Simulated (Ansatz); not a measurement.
Relaxation of FH₅Sn (7 atoms, charge 0, multiplicity 1), to a largest force component of 0.03 eV/Å in at most 50 steps.

The calculation used RKS PBE0-D4/def2-SVP (Ansatz 0.2.0).

```xyz
7
Properties=species:S:1:pos:R:3
Sn -0.471 0.000 -0.450
H 0.160 0.000 2.432
H 1.030 0.000 0.358
H -0.705 1.434 -1.352
H -0.705 -1.434 -1.352
F -1.893 0.000 0.821
H -0.557 0.000 2.472
```

Q: Where does it end, and by what steps?

A: The run converged. The force dipped under the threshold on the way, but the program's further checks kept it going. After 15 steps the energy has fallen by 0.204 eV; H2 moved furthest, 1.21 Å.

| step | energy less start (eV) | largest force component (eV/Å) | accepted |
| --- | --- | --- | --- |
| 0 | 0.0000 | 1.794 | yes |
| 1 | -0.1265 | 0.323 | yes |
| 2 | -0.1623 | 0.568 | yes |
| 3 | -0.1890 | 0.067 | yes |
| 4 | -0.1890 | 0.234 | no |
| 5 | -0.1945 | 0.040 | yes |
| 6 | -0.1988 | 0.025 | yes |
| 7 | -0.1999 | 0.253 | yes |
| 8 | -0.2016 | 0.091 | yes |
| 9 | -0.2026 | 0.003 | yes |
| 10 | -0.2032 | 0.048 | yes |
| 11 | -0.2035 | 0.036 | yes |
| 12 | -0.2036 | 0.044 | yes |
| 13 | -0.2038 | 0.032 | yes |
| 14 | -0.2039 | 0.020 | yes |
| 15 | -0.2039 | 0.021 | yes |

```xyz
7
Properties=species:S:1:pos:R:3
Sn -0.411 0.000 -0.824
H -0.182 0.000 3.592
H 1.224 0.000 -0.333
H -0.885 1.427 -1.631
H -0.885 -1.427 -1.631
F -1.445 0.000 0.831
H -0.556 0.000 2.926
```

Whether the end is a true minimum wasn't checked by a vibrational analysis.

The run took 30 s on 1 thread of Arm Neoverse V2 (shared host), peak memory 0.12 GiB.
